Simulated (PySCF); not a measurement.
**Level sweep**

Compound: amminetrifluoroboron, BF₃H₃N.
Atom-mapped SMILES: `[NH3+:1][B-:2]([F:3])([F:4])[F:5]` (hydrogens: H6, H7, H8 on N1)

PySCF, dipoles from the SCF density, polarisabilities from static response with core orbitals frozen. Geometry: PBE0-D3(BJ)/def2-SVP; no solvent, vibrations or thermal averaging.

Question: Compare the levels for these properties.

Answer: 

| level | μ (D) | error (%) | α (au) | anisotropy (au) |
| --- | --- | --- | --- | --- |
| LDA/def2-SVPD | 6.072 | +2.9 | 29.38 | 2.94 |
| PBE/def2-SVPD | 6.005 | +1.7 | 29.41 | 2.92 |
| B3LYP/def2-SVPD | 6.105 | +3.4 | 27.77 | 2.38 |
| PBE0/def2-SVPD | 6.127 | +3.8 | 27.34 | 2.30 |
| BHandHLYP/def2-SVPD | 6.217 | +5.3 | 25.93 | 1.89 |
| CAM-B3LYP/def2-SVPD | 6.165 | +4.4 | 27.39 | 2.14 |
| wB97X-D/def2-SVPD | 6.157 | +4.3 | 27.18 | 2.11 |
| LC-wPBE/def2-SVPD | 6.193 | +4.9 | 27.12 | 1.90 |
| HF/def2-SVPD | 6.311 | +6.9 | 23.96 | 1.39 |
| PBE0/6-31G* | 6.107 | +3.5 | 19.79 | 0.43 |
| PBE0/def2-SVP | 6.294 | +6.6 | 19.73 | 0.63 |
| PBE0/6-31+G* | 6.245 | +5.8 | 24.58 | 1.43 |
| PBE0/aug-cc-pVDZ | 6.050 | +2.5 | 27.61 | 2.72 |
| PBE0/def2-TZVP | 6.110 | +3.5 | 25.10 | 1.68 |
| PBE0/def2-TZVPD | 6.033 | +2.2 | 27.83 | 2.62 |
| PBE0/aug-cc-pVTZ | 6.032 | +2.2 | 27.88 | 2.65 |

Reference dipole: 5.903 D (measured, gas; NIST CCCBDB Release 22 (SRD 101), experimental dipoles). The anisotropy is √(½[(α1 − α2)² + (α2 − α3)² + (α3 − α1)²]). For the dipole, the smallest error is 1.7% (PBE/def2-SVPD) and the largest 6.9% (HF/def2-SVPD). The dipole runs from 6.01 D (PBE/def2-SVPD) to 6.31 D (HF/def2-SVPD). No reference polarisability is at hand; against PBE0 in the largest diffuse basis at hand (aug-cc-pVTZ) the other PBE0 rows deviate by 6-31G* -29%, def2-SVP -29%, 6-31+G* -12%, def2-SVPD -2%, aug-cc-pVDZ -1%, def2-TZVP -10%, def2-TZVPD 0%. In one basis (def2-SVPD) the functionals order the polarisability from HF (lowest) to PBE (highest), a spread of 23%. With PBE0 the polarisability is 21.54 au without diffuse functions (mean of 6-31G*, def2-SVP and def2-TZVP) and 27.05 au with them (mean of 6-31+G*, def2-SVPD, aug-cc-pVDZ, def2-TZVPD and aug-cc-pVTZ). Measured values can belong to vibrating molecules and may average over conformers; the computed ones are for one fixed geometry.
